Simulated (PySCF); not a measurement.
**Magnetic susceptibility: SMILES C[C@@H]1CCC[C@@H]1C, C₇H₁₄**

Geometry:
```csv
atom,x (Å),y (Å),z (Å)
C1,1.073,1.821,-0.468
C2,0.113,0.667,-0.721
C3,-1.218,0.808,0.032
C4,-1.736,-0.625,0.248
C5,-0.662,-1.550,-0.341
C6,0.627,-0.725,-0.316
C7,1.285,-0.758,1.060
H8,1.256,1.952,0.595
H9,0.654,2.746,-0.857
H10,2.024,1.641,-0.966
H11,-0.099,0.631,-1.796
H12,-1.925,1.415,-0.531
H13,-1.051,1.304,0.989
H14,-2.697,-0.783,-0.240
H15,-1.872,-0.827,1.310
H16,-0.912,-1.799,-1.374
H17,-0.570,-2.481,0.218
H18,1.346,-1.098,-1.051
H19,0.621,-0.354,1.818
H20,1.527,-1.784,1.329
H21,2.208,-0.183,1.062
```

Theory: GIAO CAM-B3LYP/pcSseg-1 magnetisability, rotational g tensor and spin-rotation constants, non-relativistic, gas phase (PySCF 2.14.0). Geometry: GFN2-xTB.

Problem. What are the magnetisability and the molar susceptibility?

Solution. Isotropic -1398 × 10⁻³⁰ J/T², or -84.2 × 10⁻⁶ cm³/mol; principal values -1423, -1405, -1366 × 10⁻³⁰ J/T², anisotropy 51 × 10⁻³⁰ J/T² (root of half the summed squared differences of the principal values). The susceptibility is in cgs units.

Problem. Split it along the inertial axes a, b, c into diamagnetic and paramagnetic parts about the centre of mass, with the quadrupole moment.

Solution. 
| axis | χ (10⁻⁶ cm³/mol) | diamagnetic (10⁻⁶ cm³/mol) | paramagnetic (10⁻⁶ cm³/mol) | summed x² of all electrons (Å²) | quadrupole Θ (D Å) |
| --- | --- | --- | --- | --- | --- |
| a | -85.2 | -490.2 | 405.0 | 108.7 | -1.01 |
| b | -82.2 | -612.9 | 530.7 | 79.7 | +0.33 |
| c | -85.1 | -799.2 | 714.2 | 35.8 | +0.68 |

Anisotropies 2χaa − χbb − χcc = -3.1 and 2χbb − χaa − χcc = +5.8 × 10⁻⁶ cm³/mol. Θ is traceless in Buckingham's convention.

Problem. And the rotational g tensor?

Solution. 
| axis | rotational constant (GHz) | g | nuclear part | electronic part |
| --- | --- | --- | --- | --- |
| a | 3.4349 | +0.0027 | 0.6563 | -0.6536 |
| b | 2.5898 | -0.0026 | 0.6431 | -0.6456 |
| c | 1.8720 | +0.0004 | 0.6285 | -0.6281 |

Asymmetric top; isotopes 12C, 1H; no vibrational averaging.
